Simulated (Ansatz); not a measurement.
The same ligand exchange along the group O, S, Se.

Calculated with Ansatz (gas phase, PBE0-D4/def2-TZVP geometries, no zero-point term in ΔE). CCSD(T)/CBS adds triple-zeta CCSD(T) − MP2 to the extrapolated MP2 energy (def2 sets, frozen cores). This one scheme is used for every species. Functionals use def2-TZVPP. def2 core potentials past Kr. For Ge, I, Se outer-core shells are correlated without core-valence functions, which leaves a few kJ/mol of doubt a bond. Scalar relativity is left out up to krypton. One conformer a species, not always the lowest.

| reaction | CCSD(T)/CBS(def2) (kcal/mol) |
| --- | --- |
| `C[O][GeH2][CH3]` + HI → `[CH3][GeH2][I]` + CH₃OH | ? |
| `C[S][GeH2][CH3]` + HI → `[CH3][GeH2][I]` + CH₃SH | -10.4 |
| `[CH3][GeH2][Se]C` + HI → `[CH3][GeH2][I]` + `C[SeH]` | -7.2 |

(1) Fill in the missing values. (Best estimate.)

Largest T1 diagnostic: 0.011, for `C[O][GeH2][CH3]`.

Answers

(1) Computed: `C[O][GeH2][CH3]` + HI → `[CH3][GeH2][I]` + CH₃OH: -14.8 kcal/mol.
